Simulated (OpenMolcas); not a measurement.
**F III: CASPT2 settings compared**

```
Program             : OpenMolcas 26.06
Basis               : ANO-RCC-VTZP [4s3p2d1f]
Scalar Hamiltonian  : DKH2, point nucleus
Active space        : 3 electrons in 3 orbitals (2p)
State averaging     : 2S+1 = 4 odd, 1 root; 2S+1 = 2 odd, 8 roots kept (CI in the orbitals of an earlier block)
Spin-orbit coupling : state interaction with AMFI integrals over the reference wave functions, term energies averaged over their components
```

Methods on the same reference wave functions:
A. CASSCF
B. SS-CASPT2, IPEA 0.6 Eh, no level shift (closed shells correlated: 1s 2s)
C. XMS-CASPT2, IPEA 0.15 Eh, imaginary shift 0.2 Eh (closed shells correlated: 2s)
D. XMS-CASPT2, IPEA 0.5 Eh, imaginary shift 0.15 Eh (closed shells correlated: 1s 2s)

Energies in cm-1 above 2s2 2p3 4S* 3/2.

```json
{"Level": "2s2 2p3 4S* 3/2", "A": "0.0", "B": "0.0", "C": "0.0", "D": "0.0"}
{"Level": "2s2 2p3 2D* 3/2", "A": "37862", "B": "34980", "C": "34970", "D": "34880"}
{"Level": "2s2 2p3 2D* 5/2", "A": "37869", "B": "34980", "C": "34980", "D": "34890"}
{"Level": "2s2 2p3 2P* 1/2", "A": "63114", "B": "55380", "C": "54950", "D": "54890"}
{"Level": "2s2 2p3 2P* 3/2", "A": "63123", "B": "55390", "C": "54960", "D": "54900"}
```

Among B to D the level of the table that moves most is 2s2 2p3 2P* 1/2, by 490 cm-1 (lowest in D, highest in B). Moves below CASPT2's spread within the term are not significant.

From A to B the spin-free energies of the other terms of 2s2 2p3 shown, above 4S*, scale by factors of 0.88 to 0.92.

The lowest spin-free term lies below A's lowest term by 0.106 hartree in B, 0.108 hartree in C, 0.107 hartree in D.

CASPT2 does not keep the components of a term degenerate, so their means are used; among the terms shown or strongly mixed into the levels shown the widest spread is 990 cm-1 (2s2 2p3 2D*, D). Terms from blocks run as CI alone lack orbitals of their own. With the s shell closed, the reference lacks s² → p² mixing. Levels of configurations outside the active space are missing.

* marks odd parity.
